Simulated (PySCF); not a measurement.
# [MnSe2]-, singlet: data card

All numbers come from B3LYP in PySCF with Mn def2-SVPD, Se def2-SVPD; no relativity; density-fitted integrals.

The structure is a higher-order saddle point with 2 imaginary modes (one degenerate set).

Coordinates in bohr (charge -1 multiplicity 1):
```
Mn    0.0000    0.0000    0.0000
Se    0.0000    0.0000    4.1110
Se    0.0000    0.0000   -4.1110
```

* Point group: D∞h
* Bond lengths: Mn–Se 2.175 Å (×2)
* Bond angles: Se–Mn–Se 180.0°
* Rotational constants: 0.02229 cm⁻¹
* Principal polarisabilities: 91.0, 91.0, 230.6 bohr³
* Zero-point energy (real modes): 4.2 kJ/mol
* Dipole moment about the centre of mass: 0.00 D
* Lowest empty level: 0.82 eV
* Highest occupied level: -1.80 eV
* Principal quadrupole moments (Buckingham, traceless) about the centre of mass: -24.77, 12.38, 12.38 D Å

Harmonic modes (masses in u: Mn 54.938, Se 79.917):
```tsv
symmetry	ω (cm⁻¹)	IR (km/mol, summed over degenerate members)	μ (u)
πu	64i	–	59.71
σg+	249	0.0	79.92
σu+	457	132	59.71
```

In D∞h the vibrations span πu + σg+ + σu+. The σg+ mode carries no infrared intensity, as symmetry demands. With a centre of inversion only u modes can be infrared active and only g modes Raman active.

Charges (e); Mulliken and Löwdin values are unreliable with diffuse functions:
```
 atom  Mulliken  Löwdin  polar tensor  Mayer order to Mn1
  Mn1      0.35    0.13          0.70                   –
Se2,3     -0.68   -0.57         -0.85                1.78
```

Mulliken populations on Mn1: s 6.94, p 12.43, d 5.27, f 0.00.

Other isomers or separated fragments may lie lower. The lowest empty level of this anion is unbound, so it and the gap depend on the basis. At the minimum of this search the closed-shell solution is unstable towards spin polarisation, so a lower open-shell solution exists.

The final relaxation and frequency run took of the order of 70 core-seconds on a shared host.
